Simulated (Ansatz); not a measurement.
One change: `[CH3][SbH][SH]` becomes `[F][SbH][SH]`.

Ansatz, PBE0-D4/def2-TZVP geometries, multiplicity 1. Each molecule was computed in one conformer, which needn't be the lowest.

Elements past krypton have def2 core potentials.

```csv
property,`[CH3][SbH][SH]`
HOMO–LUMO gap (ωB97M-V/def2-TZVPP) / eV,10.10
size of the dipole moment (PBE/def2-TZVPP) / D,1.90
size of the dipole moment (B3LYP/def2-TZVPP) / D,1.93
HOMO energy (ωB97M-V/def2-TZVPP) / eV,-9.28
LUMO energy (ωB97M-V/def2-TZVPP) / eV,0.82
zero-point energy (PBE0-D4/def2-TZVP) / kJ/mol,137.7
```

What does the change do to each property? (Best estimate.)

Computed: 
```json
{"property": "HOMO–LUMO gap (ωB97M-V/def2-TZVPP) / eV", "`[F][SbH][SH]`": "10.40", "shift": "0.30"}
{"property": "size of the dipole moment (PBE/def2-TZVPP) / D", "`[F][SbH][SH]`": "2.11", "shift": "0.21"}
{"property": "size of the dipole moment (B3LYP/def2-TZVPP) / D", "`[F][SbH][SH]`": "2.30", "shift": "0.37"}
{"property": "HOMO energy (ωB97M-V/def2-TZVPP) / eV", "`[F][SbH][SH]`": "-10.05", "shift": "-0.77"}
{"property": "LUMO energy (ωB97M-V/def2-TZVPP) / eV", "`[F][SbH][SH]`": "0.35", "shift": "-0.47"}
{"property": "zero-point energy (PBE0-D4/def2-TZVP) / kJ/mol", "`[F][SbH][SH]`": "47.9", "shift": "-89.8"}
```

With PBE0 the HOMO falls by 0.74 eV and the LUMO falls by 0.54 eV, so the gap widens by about 0.20 eV. PBE moves the HOMO by -0.71 eV and ωB97M-V by -0.77 eV. The zero-point energy changes by -89.8 kJ/mol with -9 modes. Dipoles are sizes alone; their direction can turn.

B3LYP here is the variant with VWN-RPA as its local correlation; programs differ in this.

Spin–orbit coupling is left out; it splits and shifts lone-pair levels of the heavy atoms by tenths of an eV.
